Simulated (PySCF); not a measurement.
**Steps of a relaxation of [PbI3(H2O)]+**

[PbI3(H2O)]+ (singlet). PySCF 2.14.0, RKS PBE0, Pb def2-SVP with ECP60, I def2-SVP with ECP28, O def2-SVP, H def2-SVP; non-relativistic Hamiltonian with scalar-relativistic core potentials where named; density fitting; no spin-orbit coupling. Origin of the start: template. Columns: position (Å) and force (eV/Å). Energies are counted from the last step; some of the 15 steps are shown. Forces carry noise of the integration grid, about 0.01 to 0.03 eV/Å.

Run from Python with OMP_NUM_THREADS=2. Where DIIS fails, smearing, a level shift and second-order steps follow.
It took 2.1 min on 2 threads of Arm Neoverse V2, with other jobs on the host, from the converged density of the start.

```xyz
7
step 0  E = 0.511 eV
Pb   -0.2872    0.2872   -0.2872     1.36   -1.40    1.40
I     1.2699    1.8443    1.2699     0.08    0.51    0.08
I    -1.8443   -1.2699    1.2699    -0.50   -0.10    0.10
I     1.2699   -1.2699   -1.8443     0.08   -0.08   -0.51
O    -1.5458    1.5458   -1.5458    -1.14    1.18   -1.18
H    -1.8865    2.4309   -1.3420     0.06    0.15    0.26
H    -1.8865    1.3420   -2.4309     0.06   -0.26   -0.15
```

```xyz
7
step 5  E = 0.002 eV
Pb   -0.1085    0.0900   -0.0900    -0.03    0.04   -0.04
I     1.1928    2.0979    1.2052    -0.01    0.01   -0.01
I    -2.0796   -1.2342    1.2342    -0.01   -0.01    0.01
I     1.1928   -1.2052   -2.0979    -0.01    0.01   -0.01
O    -1.4761    1.5026   -1.5026     0.01    0.00    0.00
H    -1.8160    2.3817   -1.2776     0.03   -0.02    0.03
H    -1.8160    1.2776   -2.3817     0.03   -0.03    0.02
```

```xyz
7
step 9  E = 0.001 eV
Pb   -0.1141    0.0864   -0.0864     0.01    0.00    0.00
I     1.1606    2.1243    1.1910    -0.01    0.00    0.00
I    -2.0855   -1.2390    1.2390     0.00    0.00    0.00
I     1.1606   -1.1910   -2.1243    -0.01    0.00    0.00
O    -1.4642    1.4882   -1.4882     0.00    0.00    0.00
H    -1.7840    2.3751   -1.2666     0.00    0.00   -0.01
H    -1.7840    1.2666   -2.3751     0.00    0.01    0.00
```

**Question.** Where does the relaxation end?

**Answer.** It converges at step 14 in Cs:
```xyz
7
step 14  E = 0
Pb   -0.1223    0.0795   -0.0795
I     1.1306    2.1361    1.1880
I    -2.0631   -1.2673    1.2673
I     1.1306   -1.1880   -2.1361
O    -1.4926    1.4757   -1.4757
H    -1.7469    2.3908   -1.2836
H    -1.7469    1.2836   -2.3908
```

**Question.** How did the contacts change?

**Answer.** 
```json
{"contact": "Pb1–I2 (I)", "start (Å)": "2.697", "end (Å)": "2.721"}
{"contact": "Pb1–I3 (I)", "start (Å)": "2.697", "end (Å)": "2.719"}
{"contact": "Pb1–I4 (I)", "start (Å)": "2.697", "end (Å)": "2.721"}
{"contact": "Pb1–O5 (H2O)", "start (Å)": "2.180", "end (Å)": "2.403"}
```
